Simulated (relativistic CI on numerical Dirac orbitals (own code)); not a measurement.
## d8 in a ligand field

Computed with a parametric ligand-field model of a d^n configuration (Racah B and C, spin-orbit zeta, crystal field), exact diagonalisation.

Field parameters in Wybourne normalisation: D3d B²₀ = −7Dσ, B⁴₀ = −14Dq − 21Dτ, B⁴₃ = −14√(10/7) Dq; D4h B²₀ = −7Ds, B⁴₀ = 21(Dq − Dt), B⁴₄ = 21√(5/14) Dq; Oh B⁴₀ = 21Dq, B⁴₄ = √(5/14) B⁴₀; Td as Oh with Dq negative (B⁴₀ = 21Dq, B⁴₄ = √(5/14) B⁴₀). The field is a parameter set, without covalency.

Question: Ground term and bands for B = 390, C = 1980, ζ = 0 cm⁻¹, D3d, 10Dq = 20300, Dσ = -530, Dτ = 30 cm⁻¹?

Answer: Ground term 3A2 with 2.00 electrons in the two orbitals of the cubic e set. Spin-allowed: 3E 20132 cm⁻¹ (497 nm), 3A1 20933 cm⁻¹ (478 nm), 3E 24821 cm⁻¹ (403 nm), 3A2 24986 cm⁻¹ (400 nm). Lowest spin-forbidden: 1E 7029 cm⁻¹ (1423 nm), 1A1 13120 cm⁻¹ (762 nm), 1E 26958 cm⁻¹ (371 nm).

Question: Ground term and bands for B = 870, C = 4510, ζ = 0 cm⁻¹, D3d, 10Dq = 23100, Dσ = 1200, Dτ = 150 cm⁻¹?

Answer: Ground term 3A2 with 2.00 electrons in the two orbitals of the cubic e set. Spin-allowed: 3A1 22261 cm⁻¹ (449 nm), 3E 24072 cm⁻¹ (415 nm), 3A2 32077 cm⁻¹ (312 nm), 3E 33359 cm⁻¹ (300 nm). Lowest spin-forbidden: 1E 15765 cm⁻¹ (634 nm), 1A1 27801 cm⁻¹ (360 nm), 1A1 37711 cm⁻¹ (265 nm).

Question: Ground term and bands for B = 890, C = 4290, ζ = 0 cm⁻¹, D4h, 10Dq = 26350, Ds = -1500, Dt = 70 cm⁻¹?

Answer: Ground term 3B1 with 2.00 electrons in the two orbitals of the cubic e set. Spin-allowed: 3E 24962 cm⁻¹ (401 nm), 3B2 26350 cm⁻¹ (380 nm), 3E 33160 cm⁻¹ (302 nm), 3A2 40131 cm⁻¹ (249 nm). Lowest spin-forbidden: 1A1 13447 cm⁻¹ (744 nm), 1B1 15509 cm⁻¹ (645 nm), 1A1 29815 cm⁻¹ (335 nm).

Question: Ground term and bands for B = 580, C = 2720, ζ = 0 cm⁻¹, Td, 10Dq = -9400 cm⁻¹?

Answer: Ground term 3T1 with 3.95 electrons in the two orbitals of the cubic e set. Spin-allowed: 3T2 8446 cm⁻¹ (1184 nm), 3T1 16192 cm⁻¹ (618 nm), 3A2 17846 cm⁻¹ (560 nm). Lowest spin-forbidden: 1T2 9270 cm⁻¹ (1079 nm), 1E 9487 cm⁻¹ (1054 nm), 1A1 18464 cm⁻¹ (542 nm).

Question: A d8 ion in Oh symmetry has the ground term 3A2 and bands at 1E 5795 cm⁻¹ (1726 nm), 3T2 6000 cm⁻¹ (1667 nm), 3T1 8982 cm⁻¹ (1113 nm), 1A1 9861 cm⁻¹ (1014 nm), 1T2 11700 cm⁻¹ (855 nm), 3T1 13968 cm⁻¹ (716 nm). Which parameters reproduce them?

Answer: B = 330, C = 1630, ζ = 0 cm⁻¹, Oh, 10Dq = 6000 cm⁻¹.
